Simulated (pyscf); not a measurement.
`[F][SiH2]`, doublet

Gas-phase minimum from PySCF at ωB97X-D3(BJ)/def2-SVP, one conformer. 

```xyz
4

F      1.4960    -0.6675    -0.5995
Si     0.0026    -0.0213    -0.4694
H      0.0593     1.3859    -0.9719
H     -0.9355    -0.8447    -1.2928
```
Charge 0, spin multiplicity 2.

Bonded distances (Å): F1–Si2 1.632, Si2–H3 1.495, Si2–H4 1.495. Angles (°): F1–Si2–H3 108.1, F1–Si2–H4 108.2, H3–Si2–H4 110.9.

Properties at ωB97X-D3(BJ)/def2-SVP:

```json
{
  "harmonic_wavenumbers_unscaled": "715, 807, 889, 940, 2210, 2241 cm⁻¹",
  "zero_point_energy": "11.2 kcal/mol",
  "rotational_symmetry_number": "1",
  "Entropy of this conformer at 298 K and 1 atm, rigid rotor and harmonic oscillator, modes under 100 cm⁻¹ raised to 100": "250.0 J/(mol K)",
  "dipole_moment": "1.41 D",
  "Spin expectation value S2": "0.751"
}
```

Single-point totals, which compare only within one level (frozen core for MP2 and CC):

```csv
level,total energy (hartree)
ωB97X-D3(BJ)/def2-TZVP,-390.61297
PBE/def2-TZVP,-390.33900
r²SCAN/def2-TZVP,-390.52050
B3LYP-D3(BJ)/def2-TZVP,-390.61582
PBE0-D3(BJ)/def2-TZVP,-390.36879
M06-2X/def2-TZVP,-390.52960
ωB97M-D3(BJ)/def2-TZVP,-390.64050
UHF/def2-TZVPP,-389.60489
MP2/def2-TZVPP,-389.96173
CCSD/def2-TZVPP,-389.97950
CCSD(T)/def2-TZVPP,-389.98993
```

The CCSD(T) − MP2 part came from Ansatz, without density fitting, on the same reference.
